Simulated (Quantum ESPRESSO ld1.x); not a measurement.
Q: Co2+, configuration [Ar] 3d4.75 4p2.25 (fractional occupations, a model configuration). Calculated with ld1.x of Quantum ESPRESSO 7.5: scalar-relativistic Kohn-Sham, revPBE, spin-unpolarised, spherical densities, point nucleus. Some entries of the table are withheld. Estimate them.

orbital,occ.,eigenvalue (hartree),<1/r> (bohr^-1),<r^2> (bohr^2)
1s,2,-280.576,27.03,0.004246
2s,2,(1),5.815,(2)
2p,6,-29.8635,5.704,(3)
3s,2,-5.22180,1.867,(4)
3p,6,-3.84879,1.735,0.7327
3d,4.75,-1.66687,1.449,0.9764
4p,2.25,(5),0.5152,7.251

A: 
(1) 2s eigenvalue (hartree): -34.6196
(2) 2s <r^2> (bohr^2): 0.07700
(3) 2p <r^2> (bohr^2): 0.06216
(4) 3s <r^2> (bohr^2): 0.6631
(5) 4p eigenvalue (hartree): -0.72999
